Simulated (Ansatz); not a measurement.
`N[CH2][InH2]`, relaxed with RKS PBE0-D4/def2-TZVP in Ansatz 0.2.0 from a GFN2-xTB geometry. The force threshold is 0.005 eV/Å; the program also tests the step.

Total charge 0; spin multiplicity 1. In: def2 effective core potential.

Start:

```xyz
9

N     0.928    0.950   -0.424
C     0.702   -0.421   -0.003
In   -1.494   -0.401    0.556
H     0.562    1.092   -1.362
H     1.916    1.189   -0.434
H     1.286   -0.628    0.897
H     0.950   -1.181   -0.758
H    -2.323    1.124    0.401
H    -2.527   -1.723    1.126
```

Question: How much energy does the relaxation release, and in how many steps? (Estimate.)

Answer: Computed: 3.79 kcal/mol, in 15 steps, 1 of them rejected.

Question: Which bonds change most? (Best estimate.)

Answer: Computed: C2–In3 from 2.266 to 2.170 Å; In3–H9 from 1.772 to 1.729 Å; In3–H8 from 1.742 to 1.734 Å; N1–C2 from 1.451 to 1.458 Å.

Question: Give the relaxed structure. (Best estimate.)

Answer: The calculation gave: 
```xyz
9

N     1.073    0.965   -0.268
C     0.606   -0.398   -0.040
In   -1.492   -0.378    0.513
H     0.533    1.426   -0.989
H     2.041    0.979   -0.569
H     1.147   -0.824    0.810
H     0.757   -1.092   -0.881
H    -2.464    0.932   -0.074
H    -2.201   -1.609    1.499
```
